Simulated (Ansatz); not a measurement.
Saddle point of GeH6O3, singlet (GeH₄O ([OH][GeH3]) + H₂O₂ ([OH][OH]) → GeH₄O₂ ([OH][O][GeH3]) + H₂O; bonds formed: Ge1–O7, O2–H6; bonds broken: Ge1–O2, H6–O7), PBE0-D4/def2-TZVP structure:

Ge1  (-0.457, -0.677, -0.695)
O2  (1.444, -0.670, 0.072)
H3  (0.178, -1.207, -2.017)
H4  (-1.146, -1.849, 0.009)
H5  (-1.325, 0.517, -1.138)
H6  (0.945, -0.030, 0.816)
O7  (-0.292, 0.355, 1.141)
O8  (-0.333, 1.759, 0.883)
H9  (2.096, -0.211, -0.464)
H10  (-1.110, 2.014, 1.393)
(Å)

Energies are electronic, without zero-point energy. Barriers and step energies count from the start structure reached by relaxing down the imaginary mode; all methods use the PBE0-D4 structures, on which another method's saddle can fall below an end. Program: Ansatz 0.2.0. Basis: def2-TZVPP, with def2-QZVPP for the basis limit. Cores are frozen in the correlated methods. Filled d shells of the heavier atoms are correlated. The def2 sets are not built for correlating such inner shells, so the correlated values are less sure here. B3LYP uses VWN-RPA correlation. Extrapolation: Hartree–Fock as exp(−7.88 √X), correlation as X^−2.97.

| method | barrier (kJ/mol) | step energy (kJ/mol) |
| --- | --- | --- |
| SPW92 | ? | 11.4 |
| PBE-D4 | 93.3 | 6.3 |
| BLYP-D4 | 104.1 | 4.4 |
| r2SCAN-D4 | 103.4 | 6.9 |
| B97M-V | 117.3 | 6.5 |
| PBE0-D4 | 111.6 | 10.2 |
| B3LYP-D4 | 117.6 | 8.0 |
| r2SCAN0-D4 | 116.8 | 10.2 |
| BHLYP-D4 | 136.2 | 11.6 |
| CAM-B3LYP-D4 | 120.6 | 10.3 |
| wB97X-V | ? | 10.0 |
| wB97M-V | ? | 9.5 |
| B2PLYP | 120.7 | 7.5 |
| PBE-QIDH | 120.5 | 10.5 |
| RPA on PBE | 121.9 | 7.8 |
| HF | 176.2 | 12.5 |
| MP2 | 119.1 | 7.4 |
| CCSD | 133.8 | 9.3 |
| CCSD(T) | 123.8 | 8.1 |

Fill in the withheld barriers. (To be estimated.)

By the calculation: wB97X-V 121.0; SPW92 69.3; wB97M-V 117.6 kJ/mol. Each is the energy of the saddle less that of the start structure, by the same method.

For comparison, the barrier by CCSD(T) at an estimated basis limit (MP2 extrapolated from triple and quadruple zeta, plus CCSD(T) − MP2 in triple zeta) is 126.8 kJ/mol.

No T1 diagnostic of these runs exceeds 0.014.

Labels in which every atom is bracketed show which atoms are joined, not bond orders.

For scale, one of the runs: CCSD(T)/def2-TZVPP, 225 basis functions, launched by `ansatz run in.yaml --threads 4 --pin off --events-out ev --progress --plain --max-ram 9574MiB`. Hardware: 4 CPU threads of an Arm Neoverse V2, shared host. Wall time 2.7 min; peak host memory 4 GiB.
